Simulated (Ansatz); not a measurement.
```yaml
crystal:
  periodic: [false, false, false]
  atoms:
    - {symbol: Cu, position_ang: [0.662668, -0.003253, -0.370009]}
    - {symbol: Cu, position_ang: [-1.145633, 0.255718, 1.244735]}
    - {symbol: H, position_ang: [0.623221, -0.528544, -1.914022]}
    - {symbol: H, position_ang: [0.148550, 0.770086, 0.877823]}
basis:
  gaussian: {orbitals: def2-SVP}
hamiltonian: {xc: {name: wB97M-V}}
scf: {omitted_lower_state_checks: [starts]}
```

```sh
$ ansatz run in.yaml --threads 4 --pin off --events-out ev --progress --plain --max-ram 3916MiB
```

Shortened log:

```
Functional definition: wB97M-V
799 factors; integrals over basis functions are off by at most 8.7e-4 eV
144 factors; integrals over basis functions are off by at most 1.0e-4 eV
mean field evaluation 1: about -89289.4047 eV, gradient 5.8e1 eV
mean field evaluation 2: about -89273.0045 eV, gradient 1.4e2 eV
mean field evaluation 4: about -89294.6676 eV, gradient 6.2e0 eV
mean field evaluation 8: about -89294.7836 eV, gradient 1.2e-1 eV
mean field evaluation 16: about -89294.7838 eV, gradient 9.2e-4 eV
mean field -89294.78381937 eV, -3281.5227791836 hartree, gradient 3.9e-5 eV, S^2 0.000000; 0 other end points of the search recorded, 0 dependent functions left out
reference -89294.78388603 eV, -3281.5227816332 hartree; 30, 30 occupied and 42, 42 virtual orbitals, 799 factors
Total energy: -89294.78388603 eV, -3281.5227816332 hartree
Checks for a lower state left out: starts
```

Hardware: 4 threads of Arm Neoverse V1 on a shared host. Wall time 4.1 s.
